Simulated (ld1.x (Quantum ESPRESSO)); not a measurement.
**Pseudopotential generation for gallium: ultrasoft, PBE, fully relativistic.**

| Item | Value |
| --- | --- |
| Element | Ga (Z = 31) |
| Generator | ld1.x (Quantum ESPRESSO) 7.5 |
| Type | ultrasoft |
| Functional | PBE |
| Relativity | fully relativistic |
| Frozen core | [Ar] 3d10 |
| Valence charge | 3 |
| Reference configuration | 4s2 4p1 |
| Partial waves | 4s (bound): rcut 1.35, rcutus 1.80 bohr; 4s channel at 2.5 Ry: rcut 1.35, rcutus 1.80 bohr; 4p (bound): rcut 1.50, rcutus 1.95 bohr; 4p channel at 0.8 Ry: rcut 1.50, rcutus 1.95 bohr; 4d channel at 0.05 Ry: rcut 1.50, rcutus 1.90 bohr; 4d channel at 2.4 Ry: rcut 1.50, rcutus 1.90 bohr |
| Local potential | all-electron potential smoothed inside 1.40 bohr (lloc = -1) |
| Core correction | none |
| Augmentation charge | PSQ, inside the norm-conserving radii |

Open shells are filled in proportion to 2j + 1 (rel_dist='average').

- Cutoffs needed: 8 Ry and 12 Ry (the cutoffs (Ry, on a coarse ladder) from which the occupation-weighted sum of valence levels, in a spherical-Bessel basis at the reference potential, stays within 10 and 1 mRy of its value at 400 Ry)
- Ghost test: ghost states, extra bound levels that the all-electron valence spectrum of the same l lacks: d3/2 at -17.7 eV, d5/2 at -17.4 eV; a true bound ghost makes a file unfit for plane-wave use (spherical-Bessel basis up to 400 Ry, 20 bohr box)
- Largest excitation error: +112 meV (all-electron minus pseudo) for 4s0 4p3, out of 7 test configurations
- Lowest eigenvalue of the overlap operator: 0.04 (d3/2 channel)
- Density cutoff estimated by the generator: 176 Ry
